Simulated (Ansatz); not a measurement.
Ansatz (an electronic-structure program) input (MP2/6-31G*):

Ansatz 0.2 input:
```yaml
crystal:
  periodic: [false, false, false]
  atoms:
    - {symbol: N, position_ang: [-0.18320800, -0.06798200, -1.67848600]}
    - {symbol: Si, position_ang: [-0.01064500, -0.00903100, 0.01749800]}
    - {symbol: O, position_ang: [-1.12233400, -0.90631800, 0.80858500]}
    - {symbol: O, position_ang: [-0.22490300, 1.54387200, 0.51386000]}
    - {symbol: O, position_ang: [1.45939200, -0.62742300, 0.41796000]}
    - {symbol: H, position_ang: [-0.97033400, 0.39112700, -2.11073000]}
    - {symbol: H, position_ang: [0.04603200, -0.91911200, -2.16859900]}
    - {symbol: H, position_ang: [-1.08653500, -0.92093600, 1.76829100]}
    - {symbol: H, position_ang: [0.31118100, 2.22442400, 0.10085200]}
    - {symbol: H, position_ang: [2.23390900, -0.25424600, -0.00862400]}
basis:
  gaussian:
    orbitals: 6-31G*
total_charge: 1
magnetization: {spin_polarized: true, initial_magnetization: 1}
correlation: {method: mp2, electrons: outside_noble_gas}
```

Output:

```
Functional definition: HF
integrals: 0.06 GiB planned
837 factors; integrals over basis functions are off by at most 1.1e-3 eV
mean field: 0.32 GiB planned
mean field evaluation 1: about -15520.7574 eV, gradient 5.0e1 eV
mean field evaluation 2: about -15520.7804 eV, gradient 5.0e1 eV
mean field evaluation 4: about -15529.6045 eV, gradient 2.7e0 eV
mean field evaluation 8: about -15529.6601 eV, gradient 1.7e-1 eV
mean field evaluation 16: about -15528.1671 eV, gradient 1.6e-1 eV
mean field evaluation 32: about -15527.6664 eV, gradient 1.2e0 eV
mean field -15529.66053372 eV, -570.7044982324 hartree, gradient 1.9e-6 eV, S^2 0.757753; 7 other end points of the search recorded, 0 dependent functions left out
9 core orbitals not correlated
reference -15529.66053372 eV, -570.7044982324 hartree; 16, 15 occupied and 64, 65 virtual orbitals, 837 factors
second order -20.25028454 eV of doubles, -0.00000000 eV of singles
Total energy: -15549.91081827 eV, -571.4486824632 hartree
```

The dipole moment of an ion depends on the origin.

The geometry given is a B3LYP-D3(BJ)/def2-TZVP minimum of the species of charge 0 and multiplicity 1, not of this state.
